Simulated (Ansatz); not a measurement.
H4S4Si (`S[Si](S)(S)S`). Total charge 0; spin multiplicity 1.

Cartesian coordinates in Å:
```
S -1.994 0.426 0.605
Si 0.000 0.000 0.000
S -0.143 -1.210 -1.742
S 0.958 -0.904 1.669
S 1.179 1.687 -0.532
H -1.616 1.090 1.713
H -0.969 -2.104 -1.168
H 2.156 -0.977 1.062
H 0.428 1.992 -1.607
```

(1) List the harmonic frequencies (cm⁻¹, unscaled) at PBE0-D4/def2-TZVP in Ansatz. (Best estimate.)

(2) Is this a minimum?

(3) Give the ideal-gas thermochemistry at 298.15 K and 1 bar (rigid rotor, harmonic oscillator; point group S4, symmetry number 2).

(4) And at 400, 500, 600, 800 and 1000 K?

Results:

(1) The calculation gave: 85, 126, 173, 173, 186, 233, 234, 236, 273, 381, 548, 552, 552, 705, 759, 768, 768, 2696, 2696, 2696, 2697.

(2) Yes, all 21 modes are real.

(3) Zero-point energy 104.9 kJ/mol; H(298) − E = 131.9 kJ/mol; entropy 392.9 J/(mol·K), of which translation 172.2, rotation 117.6, vibration 103.1; G(298) − E = 14.7 kJ/mol. Modes under 100 cm⁻¹ are hindered rotations or soft bends, so the harmonic entropy is rough.

(4) 
| T (K) | H − E (kJ/mol) | S (J/mol/K) | G − E (kJ/mol) |
| --- | --- | --- | --- |
| 400 | 146.4 | 434.9 | -27.5 |
| 500 | 161.8 | 469.1 | -72.7 |
| 600 | 177.9 | 498.4 | -121.2 |
| 800 | 211.6 | 546.9 | -225.9 |
| 1000 | 247.0 | 586.3 | -339.3 |
